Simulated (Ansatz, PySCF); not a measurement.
silanone (H2OSi), SMILES O=[SiH2].

Geometry optimised at B3LYP-D3(BJ)/def2-TZVP.

Two levels are set side by side: PBE/def2-TZVPD (Ansatz, a program for electronic structure) and EOM-CCSD/aug-cc-pVDZ (PySCF). PBE by ΔSCF, the other level by its IP root; same geometry, the bases differ. Differences are taken from unrounded values.

```
quantity                           PBE
-------------------------------  -----
vertical ionisation energy (eV)  10.76
```

Q: These are the PBE values. What does EOM-CCSD give? (Estimate from the structure and the level; the computed values follow.)

A: 
| quantity | EOM-CCSD | PBE minus EOM-CCSD |
|---|---|---|
| vertical ionisation energy (eV) | 10.63 | 0.12 |

On these quantities the two levels nearly agree.
